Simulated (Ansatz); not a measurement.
Gas-phase electronic energies from Ansatz, PBE0-D4/def2-TZVP geometries. CCSD(T)/CBS is the MP2 limit (def2-TZVPP, def2-QZVPP) plus CCSD(T) − MP2 in def2-TZVPP, frozen cores. Functionals use def2-TZVPP. B3LYP here is the variant with VWN-RPA as its local correlation; programs differ in this. For Ga, Ge outer-core shells are correlated without core-valence functions, which leaves a few kJ/mol of doubt a bond. Scalar relativity is left out up to krypton. Each species was taken in one conformer, which may not be the lowest.

Reaction (redistribution): `[SiH3][B](Cl)[GaH2]` + `O[SiH2][GeH2][F]` → `[F][GeH2][SiH2][SiH3]` + `O[B](Cl)[GaH2]`

`[SiH3][B](Cl)[GaH2]`:

Z-matrix (Å, degrees):
```
Si
B 1 2.019
H 1 1.492 2 108.5
H 1 1.492 2 108.6 3 116.0
H 1 1.488 2 114.2 3 -121.9
Cl 2 1.755 1 118.5 3 121.2
Ga 2 2.089 1 124.8 3 -58.7
H 7 1.574 2 121.4 1 90.1
H 7 1.574 2 121.4 1 -90.3
```

`O[SiH2][GeH2][F]`:

Z-matrix (Å, degrees):
```
Si
Ge 1 2.398
O 1 1.645 2 103.4
H 1 1.486 2 111.5 3 -119.3
H 1 1.485 2 111.5 3 119.3
F 2 1.770 1 97.5 3 0.2
H 2 1.539 1 118.4 3 111.8
H 2 1.539 1 118.4 3 -111.4
H 3 0.962 1 115.2 2 -0.2
```

`[F][GeH2][SiH2][SiH3]`:

Z-matrix (Å, degrees):
```
Ge
Si 1 2.385
F 1 1.754 2 105.5
H 1 1.540 2 113.7 3 114.7
H 1 1.539 2 115.9 3 -116.0
Si 2 2.338 1 108.7 3 -42.0
H 2 1.490 1 107.8 3 -162.6
H 2 1.488 1 109.2 3 79.6
H 6 1.487 2 109.1 1 -54.6
H 6 1.487 2 110.3 1 -174.3
H 6 1.485 2 109.6 1 65.2
```

`O[B](Cl)[GaH2]`:

Z-matrix (Å, degrees):
```
B
Cl 1 1.789
Ga 1 2.095 2 118.3
O 1 1.344 2 118.4 3 180.0
H 3 1.572 1 121.3 2 88.5
H 3 1.572 1 121.3 2 -89.0
H 4 0.965 1 114.1 2 -0.0
```

```csv
level,ΔE (kJ/mol),difference from CCSD(T)/CBS
PBE-D4,-97.0,-11.2
r2SCAN-D4,-91.9,-6.1
PBE0-D4,-97.2,-11.4
B3LYP-D4,-89.4,-3.6
ωB97X-V,-90.7,-4.9
ωB97M-V,-90.0,-4.2
B2PLYP,-89.6,-3.8
PBE,-97.5,-11.7
r2SCAN,-91.9,-6.1
PBE0,-97.5,-11.7
B3LYP,-90.3,-4.5
HF/def2-TZVPP,-86.8,-1.0
MP2/def2-TZVPP,-90.3,-4.5
SCS-MP2/def2-TZVPP,-87.2,-1.4
CCSD/def2-TZVPP,-89.9,-4.1
CCSD(T)/def2-TZVPP,-91.1,-5.3
HF/def2-QZVPP,-85.7,0.1
MP2/def2-QZVPP,-86.9,-1.1
SCS-MP2/def2-QZVPP,-84.2,1.6
HF/CBS(def2),-85.5,0.3
MP2/CBS(def2),-85.0,0.8
CCSD/CBS(def2),-84.6,1.2
CCSD(T)/CBS,-85.8,0
```

Largest T1 diagnostic among the species: 0.015.

In def2-TZVPP, CCSD(T) changes the Hartree–Fock value by −4.3 kJ/mol (the triples alone add −1.2 kJ/mol) and MP2 by −3.5 kJ/mol.

CCSD(T)/CBS has its own doubt, a few kJ/mol and more with outer-core shells, so smaller differences from it don't rank the levels.
